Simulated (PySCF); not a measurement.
PySCF job for 1,1-difluoro-1-methoxyethane (C₃H₆F₂O), SMILES COC(C)(F)F, PBE/pcSseg-1. Geometry optimised at PBE0-D3(BJ)/def2-SVP. One conformer was computed; it need not be the lowest.

```python
import numpy as np
from pyscf import gto, scf, dft
from pyscf.prop.nmr import rks as nmr

mol = gto.M(
    atom='''
    C     1.69117409   -0.98293930    0.19606228
    O     0.91490104    0.13521888    0.54819873
    C    -0.31686834    0.24085166   -0.02059933
    C    -1.30221352   -0.84586297    0.33227802
    F    -0.79280749    1.43179727    0.37466496
    F    -0.19106106    0.30088601   -1.37714139
    H     1.29468741   -1.91730850    0.63076713
    H     1.76481302   -1.09404720   -0.89748262
    H     2.69490896   -0.80961938    0.60349398
    H    -2.27347619   -0.61034743   -0.12092594
    H    -1.41209396   -0.89833060    1.42323227
    H    -0.96578423   -1.81854386   -0.04883270
    ''',
    basis='pcSseg-1',
    charge=0,
    spin=0,
    max_memory=1600,
    verbose=3,
)
mf = dft.RKS(mol, xc='pbe')
mf.grids.level = 3
mf.conv_tol = 1e-10
mf.max_cycle = 100
mf.kernel()
n = nmr.NMR(mf)
n.verbose = 2
n.max_cycle_cphf = 60
sigma = n.kernel()
print('atom   isotropic/ppm   span/ppm')
for i, s in enumerate(sigma):
    w = np.linalg.eigvalsh((s + s.T) / 2)
    print(f'{mol.atom_symbol(i):2s}{i + 1:3d} {w.mean():14.3f} {w[2] - w[0]:11.3f}')
```

It prints:

```
converged SCF energy = -392.387669554108
atom   isotropic/ppm   span/ppm
C   1        126.772      82.789
O   2        233.125     148.290
C   3         46.911      12.971
C   4        160.829      44.865
F   5        242.785     159.988
F   6        256.157     164.953
H   7         27.890       9.703
H   8         27.581       9.714
H   9         27.535       9.626
H  10         29.638       8.442
H  11         30.030       9.207
H  12         29.470       8.226
```

Self-consistency was reached.
